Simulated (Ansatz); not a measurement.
The same path of a periodic cell of 13 atoms, Sc12Pd (surface Sc(0001), adsorbate Pd) was run twice with different band settings. Lost on the way: Sc11–Pd13. Made: Sc10–Pd13.

Level of theory: DFT LDA, scalar-relativistic, plane waves, PAW in Ansatz. Settings: cutoff 420 eV, k mesh 3x3x1, fermi-dirac smearing 0.15 eV, no spin polarisation.

Relaxed end points:

```xyz
13
Lattice="6.6200 0.0000 0.0000 3.3100 5.7331 0.0000 0.0000 0.0000 18.2761" Properties=species:S:1:pos:R:3
Sc 0.000 0.000 1.000
Sc 3.310 0.000 1.000
Sc 1.655 2.867 1.000
Sc 4.965 2.867 1.000
Sc 0.000 1.911 3.391
Sc 3.310 1.892 3.384
Sc 1.638 4.787 3.384
Sc 4.982 4.787 3.384
Sc 0.000 -0.065 5.820
Sc 3.310 0.000 5.883
Sc 1.712 2.899 5.820
Sc 4.908 2.899 5.820
Pd 3.310 3.823 7.553
```

```xyz
13
Lattice="6.6200 0.0000 0.0000 3.3100 5.7331 0.0000 0.0000 0.0000 18.2761" Properties=species:S:1:pos:R:3
Sc 0.000 0.000 1.000
Sc 3.310 0.000 1.000
Sc 1.655 2.867 1.000
Sc 4.965 2.867 1.000
Sc 0.017 1.921 3.384
Sc 3.293 1.921 3.384
Sc 1.655 4.758 3.384
Sc 4.965 4.778 3.391
Sc -0.057 0.033 5.820
Sc 3.367 0.033 5.820
Sc 1.655 2.866 5.883
Sc 4.965 2.801 5.820
Pd 4.965 0.956 7.553
```

Common settings: climbing image yes; spring 5.0 eV/Å²; end points relaxed; atoms held 1 to 4.

| run | movable images | optimiser | start path | force threshold | iteration limit | largest step |
| --- | --- | --- | --- | --- | --- | --- |
| 1 | 5 | quadratic models (default) | IDPP | 0.03 eV/Å | 54 | default |
| 2 | 3 | fire | default | 0.05 eV/Å | 50 | 0.5 Å |

(1) What does each run give, and how far can it be trusted?

Results:

(1) Run 1: converged after 12 iterations, highest image 0.082 eV above the first end. The profile has 2 maxima (images 2, 4) with wells between them (image 3): this band takes more than one step, which may be the mechanism or a detour left from its start path. By the program's own check the climbing image is a first-order saddle point (lowest curvatures found: -0.28 and 0.32 eV/Å²).
Run 2: converged after 35 iterations, highest image 0.085 eV above the first end. The profile has 2 maxima (images 1, 3) with wells between them (image 2): this band takes more than one step, which may be the mechanism or a detour left from its start path. The order of the point at the top wasn't checked.
Limits of this set-up: coarse k mesh, thin slab, slab without dipole correction, a typed lattice constant that wasn't relaxed here.
